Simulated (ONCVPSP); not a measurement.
**hafnium: variants of one ONCV potential**

Base potential:

* Element: Hf
* Generator: ONCVPSP 4.0.1
* Type: optimised norm-conserving Vanderbilt (ONCV)
* Functional: PBEsol
* Relativity: fully relativistic
* Frozen core: [Kr] 4d10 4f14
* Valence charge: 12
* Reference configuration: 5s2 5p6 5d1 (charge +3)
* Partial waves: 5s: rc 1.65 bohr, ncon 3, nbas 7, qcut 7.3 1/bohr, 2 projectors, debl 1.1 Ha; 5p: rc 1.80 bohr, ncon 4, nbas 7, qcut 6.1 1/bohr, 2 projectors, debl 3.9 Ha; 5d: rc 2.65 bohr, ncon 4, nbas 9, qcut 5.9 1/bohr, 3 projectors, debl 0.8 Ha
* Local potential: polynomial inside 1.20 bohr (lpopt 4, dvloc0 6 Ha)
* Core correction: Teter function, fcfact 3.75, rcfact 1.65

Open shells are filled in proportion to 2j + 1.

In the s channel the program set the typed energies aside and used -3.459, 0.250 Ha. In the d channel the program set the typed energies aside and used -0.985, 0.250, 1.050 Ha (j = l + 1/2; the other j can differ).

All-electron outer shells of the reference configuration (PBEsol, scalar-relativistic, ld1.x):

```csv
shell,level (eV),outermost node (bohr),outermost maximum (bohr)
5p,-62.55,0.60,1.16
4f,-44.19,–,0.45
5d,-27.10,0.66,1.57
```

Cutoffs, loose and tight: the cutoffs (Ha) at which the residual kinetic energy of the hardest occupied pseudo-wave falls to 1 and 0.1 mHa per electron. They do not see the model core or the augmentation charge, which bear on the density cutoff. Test errors are all-electron minus pseudo excitation energies from the reference, over the configurations 5s2 5p6 5d2 6s2; 5s2 5p6 5d2 6s1; 5s2 5p6 5d2; 5s1 5p6 5d2 6s2. A dash means not determined; rows that change the core or the reference have their own tests.

| change | outcome | cutoff, loose | cutoff, tight | bound ghosts | GHOST(+) flags above zero | largest test error (meV) |
| --- | --- | --- | --- | --- | --- | --- |
| base | generated, projector energies reset by the program | 19 Ha | 22 Ha | none | none | -255 |
| s: qcut 4.5 | generated, projector energies reset by the program | 19 Ha | 65 Ha | none | none | -471 |
| s: qcut 5.9 | generated, projector energies reset by the program | 14 Ha | 18 Ha | none | none | -351 |
| s: qcut 7.2 | generated, projector energies reset by the program | 19 Ha | 22 Ha | none | none | -260 |
| s: qcut 8.1 | generated, projector energies reset by the program | 22 Ha | 26 Ha | none | none | -219 |
| s: qcut 9.8 | failed: ERROR pspot: first pseudo wave function has node, program will stop | – | – | – | – | – |
| s: qcut 10.5 | failed: ERROR pspot: first pseudo wave function has node, program will stop | – | – | – | – | – |

Reading the sweep of the qcut of the s channel (base included, trends over the rows without a ghost): The loose cutoff is not monotonic: lowest 14 Ha at 5.9 1/bohr, highest 22 Ha at 8.1 1/bohr. The median size of the test errors (rows with all tests solved) stays near 53.3 meV. The generation fails at 9.8, 10.5 1/bohr.
